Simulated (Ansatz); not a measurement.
`N=C(F)O[SiH3]` + H₂ → `N=CF` + silanol at 400 K and 1 bar (hydrogenolysis of a C–O bond).

Computed with Ansatz on PBE0-D4/def2-TZVP structures; ΔE is electronic, products minus reactants. CBS: MP2 limit from def2 TZ/QZ plus the TZ coupled-cluster correction, frozen cores. This one scheme is used for every species. Each species was taken in one conformer, which may not be the lowest.

| species | CCSD(T)/CBS energy (Eh) | H − E (kJ/mol) | S (J/(mol·K)) |
| --- | --- | --- | --- |
| `N=C(F)O[SiH3]` | -559.21604 | 170.4 | 361.5 |
| H₂ | -1.17544 | 38.0 | 139.0 |
| `N=CF` | -193.72220 | 103.2 | 262.4 |
| `O[SiH3]` | -366.69042 | 120.0 | 276.4 |

H − E and S are ideal-gas, rigid-rotor, harmonic terms from PBE0-D4/def2-TZVP, for one conformer and one mirror image of each species. The MP2-based limit puts H₂ 0.8 mEh under its directly extrapolated value; such offsets cancel only in part. 1 Eh = 2625.50 kJ/mol, R = 8.31446 J/(mol·K).

**Question.** By hand: ΔE, ΔH, ΔS and ΔG.

**Answer.** ΔE = (-193.72220) + (-366.69042) − (-559.21604) − (-1.17544) = -0.02114 Eh = -55.5 kJ/mol. Δ(H − E) = 103.2 + 120.0 − 170.4 − 38.0 = 14.8, so ΔH = -40.7 kJ/mol. ΔS = 262.4 + 276.4 − 361.5 − 139.0 = 38.3 J/(mol·K). ΔG = -40.7 − 400 × (38.3)/1000 = -56.0 kJ/mol.

**Question.** By hand: the equilibrium constant, and the temperature at which ΔG would vanish if ΔH and ΔS stayed fixed.

**Answer.** log₁₀ K = −ΔG/(RT ln 10) = 7.3. ΔH and −TΔS have one sign here, so there is no such temperature.

TΔS isn't small against ΔH here. A doubt of 5 kJ/mol in ΔE shifts log₁₀ K by 0.7 here. Other conformers and mirror images would add mixing entropy, several J/(mol·K) or more a flexible species. Modes under 60 cm⁻¹, often nearly free rotors, make the harmonic entropy too high. These are equilibria of isolated gas molecules and say nothing of rates. Largest T1 diagnostic: 0.013 (customary marks: 0.02 for closed shells, 0.045 for open ones).
